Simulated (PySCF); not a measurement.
## Computed properties of Ge(F)3(SiH3) (F3GeH3Si), SMILES [F][Ge]([F])([SiH3])[F]

Ge(F)3(SiH3) (F3GeH3Si), SMILES [F][Ge]([F])([F])[SiH3]. The structure is a stationary point at B3LYP-D3(BJ)/def2-SVP. The structure was generated by enumeration, and PubChem lists no compound with its InChIKey, so it may never have been made. Other conformers were not sampled. All values are computed for the isolated molecule unless a solvent is named; none is compared with measurement here.

**Structure.** The optimised structure has C3v symmetry. All 18 harmonic modes at B3LYP-D3(BJ)/def2-SVP (PySCF) are real, so it is a minimum. With heavy atoms numbered as in [F:1][Ge:2]([F:3])([F:4])[SiH3:5], the shortest bond between them is F1–Ge2 at 1.732 Å and the longest Ge2–Si5 at 2.388 Å.

**Vibrations.** The strongest infrared lines (harmonic, unscaled, degenerate partners summed) lie at 870 cm⁻¹ (162 km/mol, H 88 %, Si 9 %), 740 cm⁻¹ (150 km/mol, F 75 %, Ge 25 %), 707 cm⁻¹ (136 km/mol, F 83 %, Ge 14 %). The softest mode is at 72 cm⁻¹ and the zero-point energy is 20.2 kcal/mol.

**Electronic structure.** r2SCAN/def2-TZVP (PySCF) places the frontier levels at -8.72 and -1.47 eV, a gap of 7.25 eV, and gives a dipole moment of 4.07 D and a mean polarisability of 54.7 bohr³. PBE/def2-TZVP (PySCF) at the same geometry gives -8.36 and -1.84 eV, so its gap is 0.73 eV narrower. An orbital gap is neither the optical nor the fundamental gap.

**Excitations.** TDDFT-PBE0/def2-SVPD (PySCF) has S1 at 7.89 eV (157 nm, f = 0.092, bright); the most intense of the 10 singlets computed lies at 7.97 eV (f = 0.51). Strengths of degenerate partners are summed. T1 (TDA) is at 6.66 eV. TDDFT-PBE/def2-SVPD (PySCF) puts S1 at 7.16 eV. No vertical singlet excitation falls in the visible range (under 3.1 eV).

**NMR.** GIAO shifts at PBE0/pcSseg-1 (PySCF) (non-relativistic, atoms alike by connectivity averaged): ¹H at 4.2 ppm against TMS; ²⁹Si at -98.7 ppm against TMS; ¹⁹F at -122.4 ppm against CFCl3.
